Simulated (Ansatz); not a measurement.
C2H8OSSi can be A, `CO[SiH](C)S`, or B, `[SiH3]COCS`.

Computed with Ansatz on PBE0-D4/def2-TZVP structures; ΔE is electronic, products minus reactants. CCSD(T)/CBS adds triple-zeta CCSD(T) − MP2 to the extrapolated MP2 energy (def2 sets, frozen cores). Functionals use def2-TZVPP. B3LYP here is the variant with VWN-RPA as its local correlation; programs differ in this. Each species was taken in one conformer, which may not be the lowest.

A:

```xyz
13

C    -1.2852    1.3200    1.0860
O    -0.0290    0.7716    0.7663
Si    0.1716   -0.5409   -0.1957
C     1.9954   -0.7835   -0.3907
S    -0.6889   -0.2703   -2.1437
H    -1.9339    0.5826    1.5741
H    -1.1302    2.1521    1.7745
H    -1.7916    1.6955    0.1904
H    -0.5262   -1.7063    0.4137
H     2.2059   -1.7044   -0.9381
H     2.4361    0.0527   -0.9385
H     2.4749   -0.8390    0.5890
H    -1.8989   -0.7300   -1.7874
```

B:

```xyz
13

Si    0.192    2.033   -0.900
C     0.589    0.342   -0.164
O    -0.552   -0.486   -0.284
C    -0.388   -1.762    0.244
S    -0.240   -1.844    2.056
H     1.407    2.883   -0.780
H    -0.928    2.667   -0.158
H    -0.175    1.904   -2.334
H     1.448   -0.107   -0.687
H     0.877    0.451    0.890
H    -1.249   -2.349   -0.071
H     0.529   -2.237   -0.127
H    -1.510   -1.495    2.316
```

Task: Which is lower in electronic energy at CCSD(T)/CBS, and by how much? (An estimate is asked.)

Result: Computed: A, by 301.3 kJ/mol.

Task: Give E(B) − E(A) in kJ/mol with MP2/def2-TZVPP, ωB97M-V, HF/def2-TZVPP, B3LYP, r2SCAN-D4, CCSD(T)/def2-TZVPP, PBE-D4. (An estimate is asked.)

Result: The calculation gave: MP2/def2-TZVPP 307.8, ωB97M-V 298.6, HF/def2-TZVPP 304.6, B3LYP 290.8, r2SCAN-D4 300.5, CCSD(T)/def2-TZVPP 295.7, PBE-D4 282.4. None reverses the order clearly.

Largest T1 diagnostic: 0.012.

From PBE to PBE0 (25 % exact exchange), in def2-TZVPP and without D4, E(B) − E(A) moves by +10.8 kJ/mol.
